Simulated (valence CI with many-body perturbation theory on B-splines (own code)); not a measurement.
The numbers below are computed, except where a source is named.
## Level structure of Ga16+

Method: valence CI with perturbative core correlation (CI+MBPT): five valence electrons over a frozen Dirac-Fock core [Ne], radial functions for each j: 11 s, 11 p, 10 d, 8 f, 5 g, 2 h, with the one-electron correlation potential Σ1 (screened to all orders), the two-electron term Σ2, the three-electron term Σ3, Breit, model QED; selected single and double excitations, second order for the rest, scaled by the run's own slope (own B-spline code, finite nucleus).

No measured spectrum was set against this ion. As an estimate, levels of excited configurations hold to 0.05 to 0.15 % of their energy, terms of the ground configuration to about 0.5 %. Among the levels kept, up to 3300 cm⁻¹ of a level comes from second order outside the variational space, and about a tenth of that is noise between levels of different J, which matters for small intervals.

Levels 136 to 172 of 172, with energies above the lowest level, 3s2 3p3 4S°_3/2. "Leading %" is the weight of the configuration and term that name the level; weights of strongly mixed levels are sums over their largest components and can fall short. In the jj column 3d3/2^4 stands for four electrons in 3d with j = 3/2.

```
No.  Configuration  Term     J  E (cm⁻¹)  Leading %                         Leading jj      g     Second component
136     3s2 3p 3d2   2G°   9/2   1338900         62          3s^2 3p3/2 3d5/2^2 (57 %)  1.111   14 % 3s 3p3 3d 2G°
137      3s 3p3 3d   2D°   5/2   1346800         56      3s 3p1/2 3p3/2^2 3d5/2 (23 %)  1.202  19 % 3s2 3p 3d2 2D°
138     3s2 3p 3d2   4D°   7/2   1351000         77      3s^2 3p3/2 3d3/2 3d5/2 (30 %)  1.410   10 % 3s 3p3 3d 4D°
139      3s 3p3 3d   2D°   3/2   1352100         59      3s 3p1/2 3p3/2^2 3d5/2 (29 %)  0.861  12 % 3s2 3p 3d2 2D°
140     3s2 3p 3d2   4D°   5/2   1353500         65      3s^2 3p3/2 3d3/2 3d5/2 (37 %)  1.338   13 % 3s 3p3 3d 4D°
141     3s2 3p 3d2   4D°   3/2   1355500         74      3s^2 3p3/2 3d3/2 3d5/2 (32 %)  1.176   15 % 3s 3p3 3d 4D°
142     3s2 3p 3d2   4D°   1/2   1357400         48          3s^2 3p3/2 3d3/2^2 (44 %)  0.596   13 % 3s 3p3 3d 2S°
143      3s 3p3 3d   2S°   1/2   1359700         32      3s^2 3p3/2 3d3/2 3d5/2 (45 %)  1.445  31 % 3s2 3p 3d2 2S°
144     3s2 3p 3d2   2P°   3/2   1389400         47      3s 3p1/2 3p3/2^2 3d3/2 (16 %)  1.240   23 % 3s 3p3 3d 2P°
145     3s2 3p 3d2   2F°   7/2   1390900         72      3s^2 3p3/2 3d3/2 3d5/2 (44 %)  1.122    9 % 3s 3p3 3d 2F°
146     3s2 3p 3d2   2F°   5/2   1394400         69      3s^2 3p3/2 3d3/2 3d5/2 (44 %)  0.881    9 % 3s 3p3 3d 2F°
147     3s2 3p 3d2   2P°   1/2   1395000         85          3s^2 3p1/2 3d5/2^2 (34 %)  0.662    6 % 3s 3p3 3d 2P°
148     3s2 3p 3d2   4S°   3/2   1399100         71      3s^2 3p3/2 3d3/2 3d5/2 (29 %)  1.951   15 % 3s 3p3 3d 4S°
149         3p4 3d    4D   5/2   1415000         59       3p1/2^2 3p3/2^2 3d3/2 (39 %)  1.348   19 % 3s 3p2 3d2 4D
150         3p4 3d    4D   3/2   1416700         55       3p1/2^2 3p3/2^2 3d3/2 (53 %)  1.179   18 % 3s 3p2 3d2 4D
151     3s2 3p 3d2   2P°   1/2   1417600         47          3s^2 3p3/2 3d5/2^2 (36 %)  0.672   35 % 3s 3p3 3d 2P°
152     3s2 3p 3d2   2D°   3/2   1418400         52      3s^2 3p3/2 3d3/2 3d5/2 (46 %)  0.917    7 % 3s 3p3 3d 2D°
153         3p4 3d    4D   7/2   1419200         65       3p1/2^2 3p3/2^2 3d5/2 (42 %)  1.408   20 % 3s 3p2 3d2 4D
154         3p4 3d    4D   1/2   1422000         54       3p1/2^2 3p3/2^2 3d3/2 (27 %)  0.236   18 % 3s 3p2 3d2 4D
155     3s2 3p 3d2   2D°   5/2   1425900         63          3s^2 3p3/2 3d5/2^2 (48 %)  1.169   7 % 3s2 3p 3d2 2F°
156     3s2 3p 3d2   2G°   7/2   1428200         50      3s^2 3p1/2 3d3/2 3d5/2 (33 %)  1.006  29 % 3s2 3p 3d2 2F°
157     3s2 3p 3d2   2P°   3/2   1429400         71          3s^2 3p3/2 3d5/2^2 (60 %)  1.314   10 % 3s 3p3 3d 2P°
158     3s2 3p 3d2   2G°   9/2   1437100         91      3s^2 3p3/2 3d3/2 3d5/2 (63 %)  1.110    5 % 3s 3p3 3d 2G°
159     3s 3p2 3d2    6G   3/2   1439400         95          3s 3p1/2^2 3d3/2^2 (30 %)  0.025                     
160     3s 3p2 3d2    6G   5/2   1444300         95      3s 3p1/2 3p3/2 3d3/2^2 (30 %)  0.872                     
161     3s2 3p 3d2   2F°   5/2   1448800         77      3s^2 3p3/2 3d3/2 3d5/2 (59 %)  0.871    9 % 3s 3p3 3d 2F°
162     3s 3p2 3d2    6G   7/2   1451200         94  3s 3p1/2 3p3/2 3d3/2 3d5/2 (36 %)  1.153                     
163     3s2 3p 3d2   2F°   7/2   1452000         48          3s^2 3p3/2 3d5/2^2 (50 %)  1.035  39 % 3s2 3p 3d2 2G°
164         3p4 3d    2P   1/2   1454200         51         3p1/2 3p3/2^3 3d3/2 (40 %)  0.681       14 % 3p4 3d 4D
165         3p4 3d    4F   9/2   1454700         52       3p1/2^2 3p3/2^2 3d5/2 (65 %)  1.284   20 % 3s 3p2 3d2 4F
166     3s 3p2 3d2    6G   9/2   1460300         92  3s 3p1/2 3p3/2 3d3/2 3d5/2 (50 %)  1.278    4 % 3s 3p2 3d2 6F
167         3p4 3d    2D   3/2   1461000         36       3p1/2^2 3p3/2^2 3d5/2 (29 %)  1.069       13 % 3p4 3d 4P
168         3p4 3d    4P   1/2   1464700         44       3p1/2^2 3p3/2^2 3d5/2 (23 %)  2.408   31 % 3s 3p2 3d2 4P
169         3p4 3d    4F   7/2   1465200         34       3p1/2^2 3p3/2^2 3d3/2 (47 %)  1.104       26 % 3p4 3d 2G
170         3p4 3d    2P   3/2   1467300         18         3p1/2 3p3/2^3 3d3/2 (35 %)  1.274       12 % 3p4 3d 4P
171     3s 3p2 3d2    6G  11/2   1471300         95      3s 3p1/2 3p3/2 3d5/2^2 (40 %)  1.343                     
172     3s2 3p 3d2   2D°   5/2   1472700         89      3s^2 3p3/2 3d3/2 3d5/2 (39 %)  1.201
```

Names give the largest LS component (configuration and term), which can be under half, so a name can repeat, a term be missing and a line seem to break the LS rules; names also repeat where a configuration has a term twice.

Where two levels of one J and parity lie close, their mixing, g and order are uncertain.
